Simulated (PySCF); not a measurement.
Predicted microwave data (PBE0/pcSseg-1 in PySCF (dipole) on a GFN2-xTB geometry, gas phase) for one isomer of C6H7Cl2NSi:

```
Rotational constants : A = 1487, B = 451.3, C = 348.3 MHz
Dipole components    : |μa| = 4.19 D, |μb| = 1.49 D, |μc| = 0.00 D
Inertial defect      : -9.01 u·Å²
κ                    : -0.82
```

**Question.** Which candidate fits, each taken in the one conformer that was computed?
A. `[Cl:1][CH2:2][SiH2:3][c:4]1[n:5][cH:6][cH:7][cH:8][c:9]1[Cl:10]` with Cl1–C2–Si3–C4 180°, C2–Si3–C4–N5 0°
B. `[Cl:1][CH:2]([Cl:3])[SiH2:4][c:5]1[cH:6][cH:7][cH:8][cH:9][n:10]1` with Cl1–C2–Si4–C5 -66°, C2–Si4–C5–C6 135°
C. `[N:1]#[C:2][CH2:3][Si@@H:4]([Cl:5])[C:6]1=[C:7]([Cl:8])[CH2:9][CH2:10]1` with C2–C3–Si4–Cl5 -175°, C3–Si4–C6–C7 -16°

**Answer.** A. It is ClC[SiH2]c1ncccc1Cl, an asymmetric top, point group Cs. The candidates at the same level (rigid rotor, commonest isotopes):

| SMILES | A (MHz) | B (MHz) | C (MHz) | μa (D) | μb (D) | μc (D) | Δ (u·Å²) | point group | rotor |
| --- | --- | --- | --- | --- | --- | --- | --- | --- | --- |
| N#CC[Si@@H](Cl)C1=C(Cl)CC1 | 926.7 | 693.6 | 502.1 | 1.40 | 2.69 | 0.26 | -267.46 | C1 | asymmetric top |
| ClC[SiH2]c1ncccc1Cl | 1487 | 451.3 | 348.3 | 4.19 | 1.49 | 0.00 | -9.01 | Cs | asymmetric top |
| ClC(Cl)[SiH2]c1ccccn1 | 1885 | 433.8 | 414.7 | 4.11 | 0.71 | 0.56 | -214.35 | C1 | near-prolate asymmetric top |

`ClC(Cl)[SiH2]c1ccccn1` has A 27 % too high; `N#CC[Si@@H](Cl)C1=C(Cl)CC1` has B 54 % too high. In the right answer the mirror of this Cs structure is the ab plane, so μc vanishes by symmetry. No structure here is proved a minimum.
